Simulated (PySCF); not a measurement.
Spectra and structures to be paired. Computed with TDDFT PBE0/def2-SVPD, vertical, gas phase, core orbitals frozen in the response in PySCF. Geometries: PBE0-D3(BJ)/def2-SVP; one conformer of each isolated species. Triplets are in the Tamm–Dancoff approximation. Relativistic effects are left out although some hold elements past zinc.

A. `c1(ccc(OC)cc1)F`
B. `c1(C(F)=O)ccc2ccccc2c1`
C. `c1ccc2c(c1)CC[Se]2`
D. `CC1(C#C)CCC1`
E. `CO[C@@]12C=C[C@@H]1C=C2F`

Lowest singlet levels (six at most, fewer where fewer were computed) with oscillator strengths:

1. 4.18 eV (f 0.002); 4.44 eV (f 0.026); 4.78 eV (f 0.161); 5.50 eV (f 0.039); 5.67 eV (f 0.002); 5.83 eV (f 0.026); T1 3.62 eV
2. 3.97 eV (f 0.055); 4.45 eV (f 0.030); 5.15 eV (f 0.000); 5.40 eV (f 0.914); 5.61 eV (f 0.025); 5.73 eV (f 0.226); T1 2.84 eV
3. 4.92 eV (f 0.050); 5.90 eV (f 0.077); 6.13 eV (f 0.009); 6.70 eV (f 0.003); 6.79 eV (f 0.003); 6.89 eV (f 0.639); T1 3.86 eV
4. 5.24 eV (f 0.001); 5.56 eV (f 0.003); 5.68 eV (f 0.021); 6.79 eV (f 0.007); 6.88 eV (f 0.008); 7.01 eV (f 0.033); T1 3.73 eV
5. 6.47 eV (f 0.000); 6.73 eV (f 0.011); 6.77 eV (f 0.000); 7.18 eV (f 0.072); 7.23 eV (f 0.046); 7.75 eV (f 0.001); T1 5.22 eV

Question: Match each spectrum to its molecule.

Answer: 1 = C, 2 = B, 3 = A, 4 = E, 5 = D.
- A: S1 at 4.92 eV, HOMO→LUMO (88%), HOMO-1→LUMO+1 (11%); Löwdin shares by element: HOMO carbon 42% or more, oxygen 20% (atoms not listed hold the other 38%); LUMO carbon 74% or more (atoms not listed hold the other 26%); HOMO -6.45 and LUMO -0.57 eV; point group Cs.
- B: S1 at 3.97 eV, HOMO→LUMO (84%); Löwdin shares by element: HOMO carbon 53% or more (atoms not listed hold the other 47%); LUMO carbon 39% or more, oxygen 11% (atoms not listed hold the other 50%); HOMO -6.94 and LUMO -2.23 eV; point group Cs, 1 of its 6 listed states under f = 0.0005.
- C: S1 at 4.18 eV, HOMO→LUMO+2 (53%), HOMO→LUMO+1 (44%); Löwdin shares by element: HOMO selenium 52%, carbon 26% or more (atoms not listed hold the other 22%); LUMO carbon 64% or more (atoms not listed hold the other 36%); HOMO -5.85 and LUMO -0.43 eV.
- D: S1 at 6.47 eV, HOMO-1→LUMO+1 (71%), HOMO→LUMO+2 (14%); Löwdin shares by element: HOMO carbon 85% or more (atoms not listed hold the other 15%); LUMO carbon 40% or more (atoms not listed hold the other 60%); HOMO -7.50 and LUMO 0.70 eV; point group Cs, 2 of its 6 listed states under f = 0.0005.
- E: S1 at 5.24 eV, HOMO→LUMO (96%); Löwdin shares by element: HOMO carbon 59% or more, oxygen 12% (atoms not listed hold the other 30%); LUMO carbon 70% or more (atoms not listed hold the other 31%); HOMO -7.11 and LUMO -0.75 eV.
